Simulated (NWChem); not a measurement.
Molecule: C2H3ClF2Si; SMILES C=C[Si](Cl)(F)F

```xyz
9

C     -0.8510    -2.5142    -0.0130
C     -0.6831    -1.3827     0.7010
Si     0.2905     0.0335     0.0341
F      0.8152    -0.3281    -1.4612
F      1.6080     0.3427     0.9325
Cl    -0.8050     1.7691    -0.0533
H     -0.4117    -2.6340    -1.0175
H     -1.4344    -3.3664     0.3753
H     -1.1413    -1.2929     1.7021
```
Atoms are numbered in this order, from 1.

Program: NWChem. The geometry was optimised at PBE-D3(BJ)/def2-SVP.

Task: What does the run give for PW6B95/def2-SVP? Quantities: highest occupied level (eV); orbital gap (eV); dipole (D).

Result: The highest occupied level (eV) is -8.80 and the orbital gap (eV) is 7.68. The dipole (D) is 2.62.
